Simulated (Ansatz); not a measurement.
Gas-phase electronic energies from Ansatz, PBE0-D4/def2-TZVP geometries. CCSD(T)/CBS adds triple-zeta CCSD(T) − MP2 to the extrapolated MP2 energy (def2 sets, frozen cores). DFT in def2-TZVPP. HSE06 is defined as in plane-wave codes. Each species was taken in one conformer, which may not be the lowest.

Reaction (formal exchange of groups at the Al–F bond): `[CH3][Al]([F])[SH]` + `O=S(=O)(Cl)Cl` → `[CH3][Al]([SH])[Cl]` + `O=S(=O)(F)Cl`

```json
{"level": "revPBE-D4", "ΔE (kcal/mol)": "2.3", "difference from CCSD(T)/CBS": "2.3"}
{"level": "BLYP-D4", "ΔE (kcal/mol)": "3.9", "difference from CCSD(T)/CBS": "3.9"}
{"level": "PBE0-D4", "ΔE (kcal/mol)": "-1.5", "difference from CCSD(T)/CBS": "-1.5"}
{"level": "r2SCANh-D4", "ΔE (kcal/mol)": "-1.5", "difference from CCSD(T)/CBS": "-1.5"}
{"level": "BHLYP-D4", "ΔE (kcal/mol)": "-2.2", "difference from CCSD(T)/CBS": "-2.2"}
{"level": "ωB97X-V", "ΔE (kcal/mol)": "-3.0", "difference from CCSD(T)/CBS": "-3.0"}
{"level": "PBE", "ΔE (kcal/mol)": "1.1", "difference from CCSD(T)/CBS": "1.1"}
{"level": "r2SCANh", "ΔE (kcal/mol)": "-1.5", "difference from CCSD(T)/CBS": "-1.5"}
{"level": "r2SCAN0", "ΔE (kcal/mol)": "-2.6", "difference from CCSD(T)/CBS": "-2.6"}
{"level": "HSE06", "ΔE (kcal/mol)": "-1.7", "difference from CCSD(T)/CBS": "-1.7"}
{"level": "BHLYP", "ΔE (kcal/mol)": "-2.5", "difference from CCSD(T)/CBS": "-2.5"}
{"level": "LC-ωPBE", "ΔE (kcal/mol)": "-3.7", "difference from CCSD(T)/CBS": "-3.7"}
{"level": "HF/def2-SVP", "ΔE (kcal/mol)": "-6.5", "difference from CCSD(T)/CBS": "-6.5"}
{"level": "SCS-MP2/def2-TZVPP", "ΔE (kcal/mol)": "-0.9", "difference from CCSD(T)/CBS": "-0.9"}
{"level": "CCSD(T)/def2-TZVPP", "ΔE (kcal/mol)": "-1.4", "difference from CCSD(T)/CBS": "-1.4"}
{"level": "MP2/CBS(def2)", "ΔE (kcal/mol)": "1.0", "difference from CCSD(T)/CBS": "1.0"}
{"level": "CCSD(T)/CBS", "ΔE (kcal/mol)": "0.0", "difference from CCSD(T)/CBS": "0"}
```

Largest T1 diagnostic among the species: 0.016.

From PBE to PBE0 (25 % exact exchange), in def2-TZVPP and without D4, ΔE moves by −2.8 kcal/mol. Leaving LDA and LC-ωPBE aside and taking each functional with its dispersion term where it has one, the values spread over 6.9 kcal/mol, from ωB97X-V to BLYP-D4. LDA lies −1.3 kcal/mol from PBE without D4. At CCSD(T), def2-SVP lies −0.8 kcal/mol from the extrapolated value and def2-TZVPP −1.4 kcal/mol.
